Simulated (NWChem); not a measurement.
# TiHOF3; SMILES [F][Ti]([OH])([F])[F]

```xyz
6

Ti    -0.0077     0.0054    -0.0340
F      1.0600    -0.4997     1.2386
F      0.5331    -0.6334    -1.5548
F     -1.5954    -0.5935     0.3337
O     -0.0397     1.7486    -0.1206
H     -0.2297     2.5609     0.3574
```
Atoms are numbered in this order, from 1.

Results from NWChem. Pople sets run with spherical d functions. The geometry was optimised at PBE0/def2-SVP. Vzz is the largest principal value of the second derivative of the potential at the nucleus (NWChem prints the opposite sign); η is the asymmetry. Non-relativistic.

Question: What does the run give for B3LYP/6-31G*? Quantities: Vzz Ti1 (a.u.); η Ti1; Vzz O5 (a.u.); η O5.

Answer: 
```
Item            Result
--------------  ------
Vzz Ti1 (a.u.)  -0.178
η Ti1             0.29
Vzz O5 (a.u.)    1.236
η O5              0.05
```
